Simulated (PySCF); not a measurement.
Isomers of CH9NSi2. Gas-phase values, no solvent. One relaxed conformer stands for each flexible species; it need not be the lowest. Strings in code marks are SMILES.

The HOMO–LUMO gap from two functionals at the same geometries (PBE0-D4/def2-TZVP), both in PySCF: PBE-D3(BJ)/def2-TZVP and PBE0-D4/def2-TZVP. 

| species | PBE0-D4/def2-TZVP (eV) |
|---|---|
| `C[SiH2]N[SiH3]` (C–Si–N–Si torsion 75°) | 7.54 |
| `NC[SiH2][SiH3]` | 7.24 |
| `CN([SiH3])[SiH3]` | 7.19 |
| `[SiH3]CN[SiH3]` (Si–C–N–Si torsion 155°) | 7.03 |

Task: What does PBE-D3(BJ)/def2-TZVP give for each?

Result: 
- `C[SiH2]N[SiH3]` (C–Si–N–Si torsion 75°): 5.38
- `NC[SiH2][SiH3]`: 4.97
- `CN([SiH3])[SiH3]`: 5.04
- `[SiH3]CN[SiH3]` (Si–C–N–Si torsion 155°): 4.88
Over these rows, drawn at random from the members with no instability flagged (it was tested for open shells, ions and some series alone), PBE minus PBE0-D4: mean -2.18 eV, from -2.28 eV to -2.14 eV.
